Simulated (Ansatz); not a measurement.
Reactions of CBrClFI, SMILES `FC(Cl)(Br)I`.

Program: Ansatz. Geometries: PBE0-D4/def2-TZVP. ΔE: electronic, gas phase. CBS: MP2 limit from def2 TZ/QZ plus the TZ coupled-cluster correction, frozen cores. This one scheme is used for every species, atoms too. No spin–orbit coupling; open shells (•) take unrestricted orbitals. Spin–orbit coupling would lower the free atoms: a little for C, Cl, F; clearly for Br; strongly for I. def2 core potentials past Kr. For Br, I outer-core shells are correlated without core-valence functions, so the limit isn't a true one: a few kJ/mol of doubt a bond, and 10 to 20 or more in all where bonds break to atoms. Scalar relativity is left out up to krypton.

Order these by ΔE at CCSD(T)/CBS, lowest first. (Best estimate.)
A. `FC(Cl)(Br)I` + HCl → `FC(Cl)(Cl)Br` + HI
B. `FC(Cl)(Br)I` + H–F → `FC(F)(Br)I` + HCl
C. `FC(Cl)(Br)I` → Br• + C• + Cl• + F• + I•
D. `FC(Cl)(Br)I` → Br• + `F[C](Cl)I`•
E. `FC(Cl)(Br)I` + H₂ → `FC(Cl)Br` + HI
F. `FC(Cl)(Br)I` + HCl → `FC(Cl)(Cl)I` + HBr

E (-0.96 eV), B (-0.12 eV), F (+0.03 eV), A (+0.13 eV), D (+2.84 eV), C (+13.75 eV).

Largest T1 diagnostic: 0.015, for `F[C](Cl)I`•.
